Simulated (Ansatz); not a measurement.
Gas-phase electronic energies from Ansatz, PBE0-D4/def2-TZVP geometries. CBS: MP2 limit from def2 TZ/QZ plus the TZ coupled-cluster correction, frozen cores. Double bonds are as drawn, so ΔE can hold a change between cis and trans. DFT in def2-TZVPP. B3LYP here is the variant with VWN-RPA as its local correlation; programs differ in this. For Se outer-core shells are correlated without core-valence functions, which leaves a few kJ/mol of doubt a bond. Scalar relativity is left out up to krypton. Each species was taken in one conformer, which may not be the lowest.

Consider the substitution at a C–Se bond: `B/C=C/[Se][SiH3]` + `O[SiH3]` → `B/C=C/O[SiH3]` + `[SiH3][SeH]`.

`B/C=C/[Se][SiH3]`:

Z-matrix (Å, degrees):
```
Si
Se 1 2.285
H 1 1.484 2 110.4
H 1 1.482 2 105.2 3 119.5
H 1 1.484 2 110.3 3 -121.0
C 2 1.884 1 97.9 3 60.9
C 6 1.346 2 124.0 1 -179.8
H 6 1.087 2 116.1 1 0.2
B 7 1.523 6 119.0 2 -180.0
H 7 1.088 6 118.5 2 0.1
H 9 1.197 7 121.7 6 180.0
H 9 1.199 7 118.9 6 0.0
```

`O[SiH3]`:

```xyz
6

O     0.694    0.818    0.702
Si   -0.248   -0.303   -0.055
H     1.175    1.440    0.156
H    -1.315    0.337   -0.872
H    -0.859   -1.114    1.023
H     0.554   -1.178   -0.954
```

`B/C=C/O[SiH3]`:

Cartesian coordinates in Å:
```
B -1.788 1.436 1.339
C -0.587 1.365 0.422
C -0.112 0.154 0.083
O 0.940 -0.033 -0.717
Si 1.555 -1.520 -1.160
H -2.263 2.480 1.682
H -2.279 0.415 1.734
H -0.073 2.232 0.013
H -0.591 -0.750 0.466
H 1.975 -2.265 0.053
H 0.515 -2.294 -1.882
H 2.707 -1.220 -2.033
```

`[SiH3][SeH]`:

Cartesian coordinates in Å:
```
Si -0.128 -0.003 0.561
Se 0.534 0.890 -1.428
H -1.515 -0.528 0.487
H -0.064 1.122 1.524
H 0.780 -1.094 0.994
H 0.393 -0.388 -2.138
```

(1) Is it downhill or uphill in electronic energy at CCSD(T)/CBS, and by how much? (An estimate is asked.)

(2) What do these levels give: PBE-D4, r2SCAN-D4, PBE0-D4, B2PLYP, r2SCAN, PBE0, B3LYP, MP2/def2-TZVPP, CCSD(T)/def2-TZVPP, HF/def2-QZVPP, MP2/def2-QZVPP, CCSD/CBS(def2)? (An estimate is asked.)

Largest T1 diagnostic among the species: 0.013.

## Answers

(1) Computed: Uphill: ΔE = +16.5 kJ/mol.

(2) Ansatz gave: PBE-D4 12.0, r2SCAN-D4 9.0, PBE0-D4 8.9, B2PLYP 9.8, r2SCAN 8.5, PBE0 6.6, B3LYP 3.7, MP2/def2-TZVPP 23.2, CCSD(T)/def2-TZVPP 14.2, HF/def2-QZVPP -7.5, MP2/def2-QZVPP 24.4, CCSD/CBS(def2) 13.4 kJ/mol.

In def2-TZVPP, CCSD(T) changes the Hartree–Fock value by +21.5 kJ/mol (the triples alone add +3.1 kJ/mol) and MP2 by +30.4 kJ/mol. The D4 term adds +4.3 kJ/mol with B3LYP and +2.2 kJ/mol with PBE0; it sums over pairs of atoms, weighted by their polarisabilities, and B3LYP, whose exchange is more repulsive, gets the larger term.
